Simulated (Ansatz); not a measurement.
The cluster ReSe₂. Total charge 0; quartet. Geometry r2SCAN-D4/def2-TZVP; atoms count from 1.

```tsv
atom	x (Å)	y (Å)	z (Å)
Re1	0.487	-0.196	-0.345
Se2	-1.496	-1.077	-0.926
Se3	1.010	1.273	1.271
```

In the def2 sets Re takes a core potential; there is no spin–orbit coupling. The structure comes from a short search, and lower isomers may exist.

(1) Estimate the Mulliken populations from the PBE0/def2-TZVP orbitals of Ansatz.

(2) Where does the spin sit?

(3) And the Mayer bond orders between bonded heavy atoms (over 0.3)?

Results:

(1) 
```tsv
atom	charge (e)	spin (α − β)	d electrons
Re1	0.55	3.33	5.20
Se2	-0.27	-0.16	–
Se3	-0.27	-0.16	–
```
Mulliken values and Mayer orders depend strongly on the basis.

(2) Summed by element: Re 3.33, Se -0.33, of 3 unpaired in all. Largest on single atoms: Re1 3.33, Se2 -0.16, Se3 -0.16.

(3) Re1–Se2 2.08 (2.25 Å); Re1–Se3 2.08 (2.25 Å). Values over 0.3 also appear between atoms too far apart for a bond (Se2–Se3 0.40 at 4.08 Å); they arise where an orbital or an unpaired electron spreads over both atoms.
